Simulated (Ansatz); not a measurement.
Consider the redistribution: `[AlH2][S][SnH3]` + `C[SiH2][SiH2]O` → `O[SiH2][SiH2][SnH3]` + `C[S][AlH2]`.

Computed with Ansatz on PBE0-D4/def2-TZVP structures; ΔE is electronic, products minus reactants. CBS: MP2 limit from def2 TZ/QZ plus the TZ coupled-cluster correction, frozen cores. DFT in def2-TZVPP. B3LYP here is the variant with VWN-RPA as its local correlation; programs differ in this. def2 core potentials past Kr. For Sn outer-core shells are correlated without core-valence functions, which leaves a few kJ/mol of doubt a bond. One conformer a species, not always the lowest.

Task: Is it downhill or uphill in electronic energy at CCSD(T)/CBS, and by how much? (Best estimate.)

Result: The calculation gave: Uphill: ΔE = +89.4 kJ/mol.

Task: What do these levels give: CAM-B3LYP-D4, PBE-QIDH, B3LYP, CCSD(T)/def2-SVP, MP2/def2-TZVPP, MP2/def2-QZVPP? (An estimate is asked.)

Result: The calculation gave: CAM-B3LYP-D4 88.0, PBE-QIDH 89.4, B3LYP 86.2, CCSD(T)/def2-SVP 85.4, MP2/def2-TZVPP 93.7, MP2/def2-QZVPP 94.4 kJ/mol.

Largest T1 diagnostic among the species: 0.013.

From BLYP to BHLYP (50 % exact exchange), in def2-TZVPP and without D4, ΔE moves by +10.9 kJ/mol. In def2-TZVPP, CCSD(T) changes the Hartree–Fock value by −14.5 kJ/mol (the triples alone add −1.7 kJ/mol) and MP2 by −9.5 kJ/mol. At CCSD(T), def2-SVP lies −4.0 kJ/mol from the extrapolated value and def2-TZVPP −0.7 kJ/mol.
